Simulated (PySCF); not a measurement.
# Rb⁺ (rubidium, charge +1) across methods

[Kr], closed-shell 1S. Calculation: PySCF 2.14, in x2c-QZVPPall (13s8p7d3f2g, 111 functions); scalar relativity by spin-free X2C-1e.

```json
{"method": "PBE", "E (hartree)": "-2980.50", "mean ε 3d (eV)": "-109.74", "mean ε 4s (eV)": "-37.609", "mean ε 4p (eV)": "-21.642", "Σ⟨r²⟩ (bohr²)": "31.38", "⟨S²⟩": "0.000"}
{"method": "B97-3", "E (hartree)": "-2980.63", "mean ε 3d (eV)": "-116.00", "mean ε 4s (eV)": "-40.683", "mean ε 4p (eV)": "-23.471", "Σ⟨r²⟩ (bohr²)": "31.26", "⟨S²⟩": "0.000"}
{"method": "r2SCAN", "E (hartree)": "-2980.86", "mean ε 3d (eV)": "-111.42", "mean ε 4s (eV)": "-38.686", "mean ε 4p (eV)": "-22.160", "Σ⟨r²⟩ (bohr²)": "31.23", "⟨S²⟩": "0.000"}
{"method": "UHF", "E (hartree)": "-2979.01078", "mean ε 3d (eV)": "-131.78", "mean ε 4s (eV)": "-48.072", "mean ε 4p (eV)": "-27.467", "Σ⟨r²⟩ (bohr²)": "31.44", "⟨S²⟩": "0.000"}
{"method": "CAM-B3LYP", "E (hartree)": "-2981.05", "mean ε 3d (eV)": "-116.49", "mean ε 4s (eV)": "-42.177", "mean ε 4p (eV)": "-24.837", "Σ⟨r²⟩ (bohr²)": "31.45", "⟨S²⟩": "0.000"}
{"method": "PBE0", "E (hartree)": "-2980.57", "mean ε 3d (eV)": "-115.55", "mean ε 4s (eV)": "-40.532", "mean ε 4p (eV)": "-23.384", "Σ⟨r²⟩ (bohr²)": "31.30", "⟨S²⟩": "0.000"}
{"method": "LDA", "E (hartree)": "-2976.86", "mean ε 3d (eV)": "-110.08", "mean ε 4s (eV)": "-37.771", "mean ε 4p (eV)": "-21.791", "Σ⟨r²⟩ (bohr²)": "31.38", "⟨S²⟩": "0.000"}
{"method": "M06", "E (hartree)": "-2980.87", "mean ε 3d (eV)": "-115.86", "mean ε 4s (eV)": "-40.603", "mean ε 4p (eV)": "-23.371", "Σ⟨r²⟩ (bohr²)": "31.18", "⟨S²⟩": "0.000"}
```
